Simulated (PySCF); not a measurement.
Gas-phase equilibrium of 1 mol H₂S, 0.63 mol SO₂ at 1600 K and 10.0 bar, among 21 species (S₂O, SO₂, O₂, O, S₂, S₆, HO₂, H₂S₂, H₂O, H, H₂O₂, H₂S, O₃, SO, SH, H₂, S₈, S, SO₃, H₂SO₄, OH). Only gases are allowed; each row takes one source of thermochemistry for all species, and Cantera finds the minimum.

Method: PySCF energies (xtb for GFN2) plus ideal-gas RRHO corrections (1 bar). † marks an energy on the PBE0/def2-TZVP geometry and frequencies; other levels use their own. Open shells (unrestricted) among the columns below: S₂ (multiplicity 3), SO (multiplicity 3); the rest are closed-shell singlets. GFN2 has no spin-polarisation term. No R ln 2 is added for the mirror-image form of H₂S₂. The harmonic model lacks anharmonicity and excited electronic states, which grow with temperature; levels with a mode under 35 cm⁻¹ are left out. Internal rotation in H₂S₂ is treated as a harmonic vibration of one conformer, which makes the entropy rough.

Molecules larger than those listed are left out.

Mole fractions:

```tsv
thermochemistry	x H₂O	x S₂	x H₂S	x SO₂	x H₂	x S₂O	x SO	x H₂S₂
GFN2-xTB	0.25	0.20	0.22	0.21	0.075	0.034	4.0e-5	0.0066
M06-2X/def2-TZVP†	0.45	0.34	0.067	0.11	0.023	0.0031	0.0055	0.00043
PBE/def2-TZVP†	0.35	0.29	0.12	0.15	0.070	0.015	0.0049	0.00047
PBE0/def2-TZVP	0.43	0.33	0.082	0.12	0.023	0.0041	0.0071	0.00041
ωB97M-V/def2-TZVP†	0.35	0.27	0.17	0.17	0.032	0.0045	0.0042	0.0012
ωB97X-V/def2-TZVP†	0.35	0.27	0.17	0.17	0.031	0.0025	0.0072	0.0011
```
The most sensitive of these is SO: it spans a factor of 10^2.3 over these rows; at this temperature one factor of ten is RT ln 10 = 31 kJ/mol.
